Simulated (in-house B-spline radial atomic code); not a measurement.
Removing one electron from the technetium ion Tc³³⁺

Closed shell [He] 2s2 2p6. Computed with a B-spline radial code for spherical atoms: Koopmans values of Dirac-Hartree-Fock plus a diagonal self-energy, in second order or with its direct term screened (direct RPA, with the hole-particle interaction, or full time-dependent Hartree-Fock), linearised in energy; no-pair Dirac-Coulomb Hamiltonian, finite nucleus. Shifts add to the Koopmans value (the ΔSCF shift is orbital relaxation alone); the final value takes TDHF screening with Breit and QED.

Command:
```bash
python run_mb.py task.json out
```
Settings (nuclear radius in fm, box in bohr, cutoff in hartree):
```
basis_form          2
Z                   43
core_configuration  [He] 2s2 2p6
rms_radius          4.41117
mass_number         97
speed_of_light      137.036
box_radius          3.354
lmax                7
intervals           58
virtual_cutoff      7396.0
```

Cost of the run: 5 s on 1 thread of Intel(R) Xeon(R) Platinum 8259CL CPU @ 2.50GHz (shared host).

Energies in eV:

```json
{"subshell": "2p3/2", "Koopmans": "4506.16", "ΔSCF shift": "-3.046", "second order": "?", "direct RPA": "?", "hole-particle": "?", "TDHF": "?", "Breit + QED": "?", "final": "?"}
{"subshell": "2p1/2", "Koopmans": "4630.21", "ΔSCF shift": "-3.365", "second order": "-1.843", "direct RPA": "-1.463", "hole-particle": "-1.680", "TDHF": "-1.714", "Breit + QED": "-5.955", "final": "4622.54"}
{"subshell": "2s1/2", "Koopmans": "4857.54", "ΔSCF shift": "-2.205", "second order": "-2.947", "direct RPA": "-2.486", "hole-particle": "-2.753", "TDHF": "-2.791", "Breit + QED": "-6.122", "final": "4848.63"}
```

What does the self-energy do to 2p3/2?

It shifts the removal energy by -1.561 eV in second order, -1.228 with direct RPA, -1.421 with the hole-particle term and -1.450 with TDHF screening (quasi-particle weight 0.999); Breit and QED add -4.144 eV. The final value is 4500.56 eV, against 4505 ± 2.5 eV (NIST, semi-empirical).
